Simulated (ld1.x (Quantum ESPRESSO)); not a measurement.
# An all-electron radial function and its pseudo partner (N)

Columns: radius, all-electron u(r) and pseudo u(r) of the 2p shell (level -7.09 eV) of nitrogen in the configuration [He] 2s2 2p3; PBE, scalar-relativistic, RRKJ scheme, ld1.x (Quantum ESPRESSO) 7.5.

| r (bohr) | all-electron | pseudo |
| --- | --- | --- |
| 0.080 | 0.0497 | 0.0189 |
| 0.160 | 0.1542 | 0.0735 |
| 0.240 | 0.2734 | 0.1580 |
| 0.320 | 0.3880 | 0.2634 |
| 0.400 | 0.4893 | 0.3793 |
| 0.480 | 0.5741 | 0.4949 |
| 0.560 | 0.6427 | 0.6005 |
| 0.640 | 0.6960 | 0.6890 |
| 0.720 | 0.7348 | 0.7557 |
| 0.800 | 0.7606 | 0.7995 |
| 0.880 | 0.7754 | 0.8218 |
| 0.960 | 0.7808 | 0.8259 |
| 1.040 | 0.7785 | 0.8165 |
| 1.120 | 0.7701 | 0.7981 |
| 1.200 | 0.7568 | 0.7748 |
| 1.280 | 0.7398 | 0.7496 |
| 1.360 | 0.7199 | 0.7242 |
| 1.440 | 0.6979 | 0.6993 |
| 1.520 | 0.6745 | 0.6747 |
| 1.600 | 0.6502 | 0.6502 |
| 1.680 | 0.6252 | 0.6252 |
| 1.760 | 0.6001 | 0.6001 |
| 1.840 | 0.5750 | 0.5750 |
| 1.920 | 0.5502 | 0.5502 |
| 2.000 | 0.5257 | 0.5257 |
| 2.080 | 0.5019 | 0.5019 |

Question: How many radial nodes do the two functions have?

Answer: The all-electron 2p function has n − l − 1 = 0; the pseudo-wave has 0.

Question: At about which radius was the pseudo-wave matched?

Answer: 1.60 bohr, where the columns begin to agree (steps of 0.08 bohr).

Question: Where does each function peak?

Answer: Outermost all-electron maximum near 0.96 bohr, pseudo maximum near 0.96 bohr (to the table’s step).

Question: Is the pseudo-wave norm-conserving?

Answer: Yes: the RRKJ scheme keeps the norm inside the radius equal to the all-electron one, which fixes the energy derivative of the logarithmic derivative at the level.
